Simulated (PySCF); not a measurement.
Breaking a bond: SMILES [SiH3]N (H5NSi). The N2–H7 bond (N2 also carries H, Si; H7 carries nothing else) is varied alone, starting from the PBE0/def2-TZVP optimised geometry.

Methods: UMP2 = MP2 on UHF/cc-pVDZ, 6 core orbitals frozen (PySCF); UCCSD(T) = CCSD(T) on UHF/cc-pVDZ, 6 core orbitals frozen (PySCF 2.14.0).

Energies relative to the lowest point of each curve near equilibrium, in mEh:

```
R / Å   UMP2
-----  -----
0.91    12.1
0.94     5.8
0.97     2.0
1.01     0.0
1.04     0.4
1.12     7.5
1.25    29.8
1.35    51.1
1.52    94.3
2.01   177.7
2.69   181.5
3.51   181.4
```

Question: What does UCCSD(T) give at the same points?

Answer: 0.91: 12.4; 0.94: 6.0; 0.97: 2.1; 1.01: 0.0; 1.04: 0.3; 1.12: 7.0; 1.25: 28.5; 1.35: 48.9; 1.52: 84.1; 2.01: 160.8; 2.69: 177.5; 3.51: 177.8 (mEh).

The unrestricted determinant behind UMP2, UCCSD(T) is spin-contaminated at 1.52 to 3.51 Å (<S²> up to 1.0, against 0.00 for a pure singlet).
